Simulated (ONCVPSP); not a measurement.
Building the ONCV potential for magnesium (Mg) (LDA (Perdew-Wang 92), fully relativistic).

magnesium (Mg), optimised norm-conserving Vanderbilt (ONCV), made with ONCVPSP 4.0.1 (LDA (Perdew-Wang 92), fully relativistic). Core [He], reference 2s2 2p6 3s2. Waves: 2s+3s: rc 1.45 bohr, ncon 4, nbas 9, qcut 8.5 1/bohr, 2 projectors; 2p: rc 0.65 bohr, ncon 3, nbas 6, qcut 19.8 1/bohr, 1 projector; d scattering state at 0.28 Ha: rc 1.55 bohr, ncon 4, nbas 8, qcut 6.3 1/bohr, 2 projectors, debl 3.1 Ha. Local part: polynomial inside 0.60 bohr (lpopt 3, dvloc0 3 Ha). Core correction: Teter function fitted to the true core (icmod 2), fcfact 0.35.

Open shells are filled in proportion to 2j + 1.

All-electron outer shells of the reference configuration (LDA (PZ), scalar-relativistic, ld1.x):

```csv
shell,level (eV),outermost node (bohr),outermost maximum (bohr)
1s,-1253.43,–,0.09
2s,-79.28,0.18,0.55
2p,-46.72,–,0.48
3s,-4.79,0.90,2.53
```

Calculated quality:

```
Cutoffs needed             : 144 Ha and 167 Ha (the cutoffs (Ha) at which the residual kinetic energy of the hardest occupied pseudo-wave falls to 1 and 0.1 mHa per electron)
Ghost test                 : no bound ghost flagged; no localised positive-energy state flagged
Largest excitation error   : -3.4 meV (all-electron minus pseudo) for 2s2 2p6 3s1 3p1, out of 4 test configurations
rms error of d²Exc/dni dnj : 12.50 mHa without and 10.42 mHa with the model core
```

Generation and tests took about 3.3 s on one core of a shared server CPU.
